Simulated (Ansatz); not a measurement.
Stepwise reaction of `C[O][Ge][O]C` with water, as a gas-phase model of exchange steps in deposition or etching. ΔE in kJ/mol.

Isolated molecules relaxed with PBE0-D4/def2-TZVP in Ansatz; ΔE leaves out vibrations. CBS: MP2 limit from def2 TZ/QZ plus the TZ coupled-cluster correction, frozen cores. This one scheme is used for every species. DFT in def2-TZVPP. B3LYP here is the variant with VWN-RPA as its local correlation; programs differ in this. For Ge outer-core shells are correlated without core-valence functions, which leaves a few kJ/mol of doubt a bond. Scalar relativity is left out up to krypton. Each species was taken in one conformer, which may not be the lowest.

```json
{"step": "1", "reaction": "`C[O][Ge][O]C` + H₂O → `C[O][Ge][OH]` + CH₃OH", "PBE-D4": "1.3", "B3LYP-D4": "2.0", "ωB97M-V": "-0.6", "CCSD(T)/CBS": "3.3"}
```

(1) Give the row of step 2, `C[O][Ge][OH]` + H₂O → `[OH][Ge][OH]` + CH₃OH. (Estimate.)

(2) By hand: ΔE of the 2 steps together at CCSD(T)/CBS.

Results:

(1) The calculation gave: 
```tsv
step	reaction	PBE-D4	B3LYP-D4	ωB97M-V	CCSD(T)/CBS
2	`C[O][Ge][OH]` + H₂O → `[OH][Ge][OH]` + CH₃OH	8.8	9.0	6.3	12.3
```

(2) (3.3) + (12.3) = 15.6 kJ/mol, or 7.8 kJ/mol a step.

In ΔE each step is higher than the one before. PBE-D4 differs from CCSD(T)/CBS by -3.5 to -2.0 kJ/mol a step. Isolated molecules leave out the surface, adducts and barriers. Largest T1 diagnostic: 0.015.
